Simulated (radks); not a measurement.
Problem. Species: the copper ion Cu4+. Configuration: [Ne] 3s2 3p5 3d8 (not the ground configuration). All-electron calculation, scalar-relativistic Kohn-Sham, PBE, spin-polarised, spherical densities, point nucleus; open shells are filled with parallel spins first. Program: a radial shooting solver on a logarithmic mesh with Libxc functionals. Some entries of the table are withheld. Estimate them.

| orbital | occ. | eigenvalue (hartree) | r(max) (bohr) |
|---|---|---|---|
| 1s up | 1 | -328.0880 | 0.03411 |
| 1s down | 1 | -328.0665 | 0.03411 |
| 2s up | 1 | -41.78554 | 0.1966 |
| 2s down | 1 | -41.71897 | 0.1965 |
| 2p up | 3 | -36.44709 | 0.1581 |
| 2p down | 3 | -36.38487 | 0.1581 |
| 3s up | 1 | -6.85770 | 0.6091 |
| 3s down | 1 | -6.69759 | 0.6100 |
| 3p up | 3 | -5.27043 | 0.6125 |
| 3p down | 2 | -5.11424 | 0.6140 |
| 3d up | 5 | (1) | 0.5753 |
| 3d down | 3 | (2) | 0.5791 |
| 4s up | 0 | -1.79347 | 1.706 |
| 4s down | 0 | -1.75690 | 1.727 |
| 4p up | 0 | -1.42918 | 1.906 |
| 4p down | 0 | -1.39980 | 1.933 |

Solution. 
(1) 3d up eigenvalue (hartree): -2.69684
(2) 3d down eigenvalue (hartree): -2.55377
